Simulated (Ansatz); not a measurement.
Ideal-gas functions of `C1=C[SiH2]N1` at 400 K and 1 bar, from an Ansatz frequency run at PBE0-D4/def2-TZVP.

Molar mass 71.15 g/mol, point group C1 (symmetry number 1), electronic degeneracy 1, moments of inertia 44.705, 66.082, 104.205 u Å². Harmonic wavenumbers (cm⁻¹, unscaled): 283, 504, 608, 624, 669, 691, 722, 772, 883, 959, 972, 1059, 1103, 1245, 1310, 1566, 2220, 2225, 3139, 3291, 3625.

Use S(trans) = R[1.5 ln M + 2.5 ln T − 1.1517]; rotational temperatures θ = 24.2544 K / I; S(rot) = R[ln(√π/σ · √(T³/θAθBθC)) + 1.5]; for each mode x = 1.438777 ν̃/T, S = R[x/(eˣ − 1) − ln(1 − e⁻ˣ)] and H = RT x/(eˣ − 1); 1 cm⁻¹ = 0.0119627 kJ/mol; R = 8.31446 J/(mol·K).

**Question.** By hand: the entropy, in J/(mol·K).

**Answer.** Translation 168.2. Rotation: θ = 0.5425, 0.367, 0.2328 K, giving 104.7. Vibration, mode by mode: 8.52, 4.42, 3.29, 3.14, 2.77, 2.60, 2.38, 2.07, 1.51, 1.21, 1.16, 0.90, 0.80, 0.52, 0.43, 0.20, 0.03, 0.03, 0.00, 0.00, 0.00, in all 36.0. Electronic 0.0. Sum 308.9 J/(mol·K).

**Question.** By hand: H − E and G − E in kJ/mol, counted from the electronic energy.

**Answer.** Zero-point energy ½ × 28470 × 0.0119627 = 170.3; thermal vibration 9.9; translation, rotation and pV give 4 RT = 13.3. H − E = 193.5 kJ/mol, and G − E = 193.5 − 400 × 308.9/1000 = 69.9 kJ/mol.

Vibration gives 12 % of the entropy. The sum counts one conformer and one mirror image; others add a mixing term.
